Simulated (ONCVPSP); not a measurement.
**An all-electron radial function and its pseudo partner (magnesium (Mg))**

Columns: radius, all-electron u(r) and pseudo u(r) of the 2p shell (level -66.72 eV) of magnesium in the configuration [He] 2s2 2p6; PBE, non-relativistic, ONCV scheme, ONCVPSP 4.0.1.

```
r (bohr)  all-electron  pseudo
   0.038        0.0620  0.0309
   0.075        0.1944  0.1154
   0.113        0.3580  0.2471
   0.150        0.5187  0.4045
   0.188        0.6709  0.5773
   0.225        0.7995  0.7399
   0.263        0.9096  0.8877
   0.300        0.9949  1.0036
   0.338        1.0615  1.0911
   0.375        1.1075  1.1461
   0.413        1.1375  1.1758
   0.450        1.1525  1.1846
   0.488        1.1554  1.1784
   0.525        1.1481  1.1627
   0.563        1.1324  1.1401
   0.600        1.1104  1.1138
   0.638        1.0826  1.0837
   0.675        1.0515  1.0517
   0.713        1.0166  1.0166
   0.750        0.9805  0.9805
   0.788        0.9420  0.9420
   0.825        0.9037  0.9037
   0.863        0.8640  0.8640
   0.900        0.8254  0.8254
   0.938        0.7861  0.7861
   0.975        0.7485  0.7485
```

How many radial nodes do the two functions have?

The all-electron 2p function has n − l − 1 = 0; the pseudo-wave has 0.

At about which radius was the pseudo-wave matched?

0.75 bohr. The columns agree to 0.0005 from 0.68 bohr on; several derivatives are matched, so the curves merge somewhat inside the radius.

Is the pseudo-wave norm-conserving?

Yes: the ONCV scheme keeps the norm inside the radius equal to the all-electron one, which fixes the energy derivative of the logarithmic derivative at the level.
